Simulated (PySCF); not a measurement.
Species: allyl propionate, C₆H₁₀O₂.
SMILES with atom numbers: `[CH2:1]=[CH:2][CH2:3][O:4][C:5](=[O:6])[CH2:7][CH3:8]` (hydrogens: H9, H10 on C1; H11 on C2; H12, H13 on C3; H14, H15 on C7; H16, H17, H18 on C8)

Computed with PySCF at CAM-B3LYP/def2-SVPD, non-relativistic, on one gas-phase PBE0-D3(BJ)/def2-SVP geometry that isn't relaxed in the solvent. The solvent is an IEF-PCM continuum (van der Waals radii × 1.2). Only the electrostatic response of the medium enters.

Gas phase at CAM-B3LYP/def2-SVPD: HOMO -8.99 eV, LUMO 1.19 eV, dipole 1.71 D.

Question: What does the continuum do to the energy, the frontier levels and the dipole at CAM-B3LYP/def2-SVPD in chloroform and methanol?

Answer: 
```
   solvent      ε  E(solvent) − E(gas) (kcal/mol)  polarisation term (kcal/mol)  distortion of the solute (kcal/mol)  HOMO (eV)  LUMO (eV)  dipole (D)
chloroform  4.711                           -4.08                         -4.54                                 0.46      -8.94       1.27        2.15
  methanol  32.61                           -5.68                         -6.59                                 0.91      -8.94       1.27        2.35
```

The first energy column is the sum of the next two and covers electrostatics alone. The atom shares or the degeneracy of the LUMO differ from the gas phase in methanol, so that column needn't follow one orbital. From chloroform to methanol the lowering changes by a factor 1.39, Onsager's factor (ε − 1)/(2ε + 1) by 1.34 and ε itself by 6.9.

Question: Which radius a makes the point-dipole formula ΔE = −[(ε − 1)/(2ε + 1)]·μ²/a³ give the value in methanol, with the gas-phase dipole?

Answer: μ = 0.673 au and |ΔE| = 0.00905 Eh give a = 1.52 Å; the farthest nucleus lies 3.91 Å from the centroid of the nuclei, so such a sphere wouldn't even hold the nuclei. The formula assumes a rigid point dipole at the centre of a sphere.

Question: How does the static polarisability (CAM-B3LYP/def2-SVPD, frozen core, with the continuum's full static response) change?

Answer: 
```json
{"medium": "gas", "isotropic (au)": "79.5", "principal values (au)": "67.0, 80.6, 90.8", "⟨r²⟩ of the electrons (bohr²)": "1248.4"}
{"medium": "chloroform", "isotropic (au)": "96.5", "principal values (au)": "83.6, 101.2, 104.8", "⟨r²⟩ of the electrons (bohr²)": "1247.7"}
{"medium": "methanol", "isotropic (au)": "104.7", "principal values (au)": "92.5, 108.8, 112.8", "⟨r²⟩ of the electrons (bohr²)": "1247.4"}
```

The isotropic value in methanol is 1.32 times the gas-phase one; no cavity-field correction is applied. ⟨r²⟩ is taken about the centre of nuclear charge.

The values belong to the conformer `[CH2:1]=[CH:2][CH2:3][O:4][C:5](=[O:6])[CH2:7][CH3:8]`: C1–C2–C3–O4 0°, C2–C3–O4–C5 107°, C3–O4–C5–O6 3°, O4–C5–C7–C8 180°.
